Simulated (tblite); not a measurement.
Species: C6H13As.
Structure used (GFN2-xTB), in Å, numbered top down from 1:
```
atom  x, y, z in Å
C1    -2.4048    0.3578   -0.5216
C2    -1.0865   -0.3366   -0.1985
C3    -0.9106   -0.5774    1.2980
As4    0.9772   -1.1165    1.5583
C5     1.3986   -0.2417   -0.2110
C6     2.5918    0.7032   -0.1241
C7     0.1231    0.4827   -0.6427
H8    -2.4500    1.3313   -0.0361
H9    -3.2476   -0.2374   -0.1755
H10   -2.5062    0.5050   -1.5952
H11   -1.0604   -1.3031   -0.7187
H12   -1.0894    0.3540    1.8456
H13   -1.6079   -1.3242    1.6829
H14    0.7700   -2.4878    0.9477
H15    1.6274   -1.0314   -0.9348
H16    2.7692    1.1953   -1.0809
H17    2.4157    1.4735    0.6280
H18    3.4927    0.1555    0.1540
H19    0.1133    0.6465   -1.7231
H20    0.0792    1.4618   -0.1553
```

Calculated harmonic vibrations of the isolated species, GFN2-xTB (tblite), most abundant isotopes, no scaling. The method is semi-empirical: single wavenumbers can be off by several per cent or more. Modes of hydrogen on arsenic can be 10 to 20 % off. One conformer, not necessarily the lowest.

Harmonic wavenumbers (cm⁻¹): 76.7, 147.1, 214.7, 220.6, 229.3, 280.2, 320.7, 391.3, 447.7, 460.5, 541.3, 615.2, 683.4, 741.6, 842.4, 889.2, 909.4, 947.0, 979.2, 1002.6, 1021.0, 1056.8, 1093.7, 1109.6, 1136.0, 1160.0, 1201.0, 1217.6, 1251.3, 1266.7, 1312.1, 1326.6, 1346.8, 1410.4, 1414.7, 1458.8, 1491.2, 1495.2, 1500.3, 1503.0, 1504.0, 1842.8, 2896.7, 2904.7, 2919.0, 2941.1, 2957.5, 2962.4, 2987.3, 2993.6, 3001.7, 3019.9, 3022.8, 3030.1.

A = 2469, B = 1431, C = 975.3 MHz; mass 160.023 u (most abundant isotopes); point group C1, symmetry number 1.

Question: Zero-point energy?

Answer: Half the sum of the wavenumbers: 37848 cm⁻¹ = 452.77 kJ/mol.

Question: What is S at 200 K and 1 bar for an ideal gas of classical rigid rotors and harmonic oscillators?

Answer: Translation 163.85, rotation 116.04, vibration 51.74: S = 331.6 J/(mol K).

Question: And Cp and H(200 K) − H(0)?

Answer: Cp = 104.57 J/(mol K), of which vibrations give 71.31 (their classical limit is 54 R = 449.0); H(200 K) − H(0) = 12.99 kJ/mol without the zero-point energy, 6.34 from vibrations.

Question: Blend soft modes into free rotors: weight 1/[1 + (100 cm⁻¹/ν̃)⁴] for the oscillator and the rest for a rotor with moment μB/(μ + B), μ = h/(8π²ν), B = 10⁻⁴⁴ kg m². What vibrational entropy results?

Answer: 50.64 J/(mol K) in place of 51.74, which changes −T·S at 200 K by +0.22 kJ/mol.

Question: What must be added to the electronic energy to get the Gibbs energy at 200 K and 1 bar?

Answer: ZPE + [H(200 K) − H(0)] − T·S = 452.77 + 12.99 − 66.33 = 399.43 kJ/mol.

Question: How do the functions run with temperature in this model?

Answer: 
```tsv
T (K)	S (J/(mol K))	Cp (J/(mol K))	H − H(0) (kJ/mol)	G − H(0) (kJ/mol)	ln q(vib)
150	304.5	85.1	8.25	-37.42	1.49
250	357.1	125.1	18.73	-70.56	3.39
298.15	381.0	146.0	25.25	-88.33	4.37
400	430.1	190.4	42.40	-129.65	6.55
600	521.8	262.7	88.12	-224.97	11.04
900	643.0	334.2	178.53	-400.19	17.80
```

q(vib) and H(0) count from the zero-point level.

Question: Which modes carry the vibrational entropy at 200 K?

Answer: 76.7 cm⁻¹: 13.36; 147.1 cm⁻¹: 8.22; 214.7 cm⁻¹: 5.48; 220.6 cm⁻¹: 5.30; 229.3 cm⁻¹: 5.04; 280.2 cm⁻¹: 3.76 J/(mol K); the other 48 give 10.58 together.

Hindered rotation and anharmonicity are outside this model. Other conformers, if any are populated, would add a mixing term that is left out. The structure is chiral; the term R ln 2 for an equal mix with its mirror image is left out.
